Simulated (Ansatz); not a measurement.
Isomers of CH$_{4}$FNSSi, relaxed with PBE0-D4/def2-TZVP in Ansatz; electronic energies, one conformer each and not always the lowest. Functionals use def2-TZVPP; CBS adds triple-zeta CCSD(T) − MP2 to the MP2 limit of def2-TZVPP and def2-QZVPP.

**Question.** Order them by energy at frozen-core CCSD(T)/CBS, lowest first. (An estimate is asked.)
A. `N[Si@@H]1S[C@@H]1F`
B. `FC1N[SiH2]S1`
C. `N[Si]1(F)CS1`

**Answer.** C (0.0 kJ/mol), B (230.8 kJ/mol), A (235.7 kJ/mol).

**Question.** How do B3LYP-D4, PBE0-D4, B2PLYP, MP2/CBS(def2) place them (kJ/mol, against `N[Si]1(F)CS1`)? (An estimate is asked.)

**Answer.** Ansatz gave: 
| isomer | B3LYP-D4 | PBE0-D4 | B2PLYP | MP2/CBS(def2) |
| --- | --- | --- | --- | --- |
| `FC1N[SiH2]S1` | 220.9 | 214.5 | 227.6 | 242.5 |
| `N[Si@@H]1S[C@@H]1F` | 224.1 | 221.1 | 231.2 | 244.9 |

B3LYP here is the variant with VWN-RPA as its local correlation; programs differ in this.
